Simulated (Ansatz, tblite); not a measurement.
Removing and adding an electron: `Sc1cnc(-c2cnc(-c3cnc(S)nc3)nc2)nc1`. The state is a singlet with charge 0. Geometry: PBE-D4/def2-SVP. Ansatz, gas phase; energy differences of separate SCF runs; the oxidised species was run as a doublet alone; the reduced species was run as a doublet alone.

Cartesian coordinates in Å:
```
S 1.2204 -5.8258 -3.8455
C 0.8655 -4.3737 -2.9136
C -0.4307 -3.8500 -2.7005
N -0.6493 -2.7502 -1.9842
C 0.4248 -2.1286 -1.4504
C 0.1847 -0.9159 -0.6482
C -1.1100 -0.3892 -0.4449
N -1.3354 0.7017 0.2878
C -0.2574 1.3011 0.8435
C -0.4983 2.5003 1.6638
C 0.5518 3.1987 2.3000
N 0.3466 4.2849 3.0495
C -0.9359 4.6839 3.1677
S -1.2755 6.1139 4.1475
N -2.0212 4.1102 2.6152
C -1.7934 3.0259 1.8701
N 1.0239 0.8883 0.7093
C 1.2340 -0.2032 -0.0269
N 1.7031 -2.5408 -1.5961
C 1.9178 -3.6411 -2.3142
H -0.0752 -6.1059 -4.1627
H -1.3165 -4.3530 -3.1330
H -1.9788 -0.8912 -0.9047
H 1.5896 2.8427 2.1815
H 0.0358 6.3107 4.4615
H -2.6612 2.5303 1.4022
H 2.2736 -0.5541 -0.1465
H 2.9673 -3.9697 -2.4282
```

The xTB rows come from tblite. Single mean-field runs in def2-TZVP are fitted with def2-universal-jkfit. HOMO above LUMO, or a gap near zero within one spin, warns that the state may not be the lowest or that an electron is smeared out.

```
           level  −HOMO (eV)  vertical IE (eV)  −LUMO (eV)  vertical EA (eV)  HOMO–LUMO gap (eV)  IE − EA (eV)                                                                   remarks
        GFN2-xTB       10.29             12.20        8.58              6.66                1.71          5.54                                                                         –
PBE-D4/def2-TZVP        5.74              7.49        3.25              1.51                2.50          5.98  HOMO above zero (-1 doublet), gap within one spin near zero (+1 doublet)
```

Problem. Estimate the rows for GFN1-xTB, PBE0-D4/def2-TZVP.

Solution. 
```
            level  −HOMO (eV)  vertical IE (eV)  −LUMO (eV)  vertical EA (eV)  HOMO–LUMO gap (eV)  IE − EA (eV)
         GFN1-xTB       11.19             13.02        8.84              6.85                2.35          6.17
PBE0-D4/def2-TZVP        6.63              7.85        2.53              1.37                4.10          6.48
```

Run but left out: HF/def2-TZVP (singlet: restricted singlet, unstable in another Hartree–Fock run and untested here).   A HOMO above zero means that the electron is unbound at that level or that self-interaction error raises the level; the energy of removing that electron tells which. Raw xTB energy differences between charge states are shifted by several eV; the methods need an empirical correction for them. Sets without diffuse functions give affinities that are too small.
